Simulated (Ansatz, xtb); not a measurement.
# Two structures of CH4Ga2

Structure X: a singlet given by its coordinates. Structure Y: `[Ga][CH2][GaH2]`, a singlet. Both are isolated molecules in the gas phase, relaxed with PBE-D3(BJ)/def2-SVP; the shapes shown needn't be the lowest conformers.

X (Å):

```xyz
7

C     0.3424   -1.2667   -0.5120
Ga    1.7485   -0.8369   -1.8958
Ga    2.5934    0.4860   -4.0170
H     0.6940   -2.0317    0.2084
H     0.0722   -0.3437    0.0437
H    -0.5755   -1.6381   -1.0153
H     0.9395    0.4949   -3.0385
```

Close contacts (Å): C1–Ga2 2.02, Ga2–Ga3 2.64, C1–H4 1.11, C1–H5 1.11, C1–H6 1.11, Ga2–H7 1.93, Ga3–H7 1.92.

Y (Å):

```xyz
7

C     0.6527   -1.1992   -0.8194
Ga   -1.3515   -1.5470   -0.5028
Ga    1.2852   -0.1484   -2.3368
H     0.9592   -0.7204    0.1405
H     1.0640   -2.2352   -0.8644
H     1.4048    1.4277   -2.2111
H     1.5632   -0.8568   -3.7278
```

Energies in hartree; the thermal terms are from PBE-D3(BJ)/def2-SVP harmonic frequencies (ideal gas, rigid rotor, one conformer each, 298.15 K, 1 atm) and include the zero-point energy:

|  | X | Y |
| --- | --- | --- |
| E, CCSD(T)/def2-TZVP | −3887.317544 | −3887.321727 |
| zero-point energy | 0.038594 | 0.036429 |
| H(298 K) − E | 0.045921 | 0.043082 |
| G(298 K) − E | 0.006833 | 0.005812 |

Q: Work out ΔE, ΔE₀, ΔH and ΔG for X → Y in kJ/mol (1 Eh = 2625.50 kJ/mol) and the equilibrium ratio [Y]/[X].

A: 1. ΔE = −3887.321727 − (−3887.317544) = −0.004183 Eh = −10.98 kJ/mol.
2. ΔE₀ = ΔE + ΔZPE = −0.004183 + (−0.002165) Eh = −16.67 kJ/mol.
3. ΔH = ΔE + (−0.002839) Eh = −18.44 kJ/mol.
4. ΔG = ΔE + (−0.001021) Eh = −13.66 kJ/mol, so ΔS = (ΔH − ΔG)/T = −16.0 J/(mol K).
5. kT = 0.9442 mEh, so K = [Y]/[X] = exp(−ΔG/kT) = exp(+5.51) ≈ 250.

Structure Y is favoured at this temperature. An error of 4 kJ/mol in ΔG would change K by a factor of 5. PBE-D3(BJ)/def2-SVP gave ΔE the other sign. Mirror images and further conformers aren't counted.

Other levels gave ΔE = +15.4 (PBE-D3(BJ)/def2-SVP); −23.3 (HF/def2-TZVP); −22.7 (MP2/def2-TZVP) kJ/mol. The correlated steps freeze 19 core orbitals; the filled d shell of Ga is correlated, in a basis made for valence electrons. Programs: Ansatz 0.2.0.
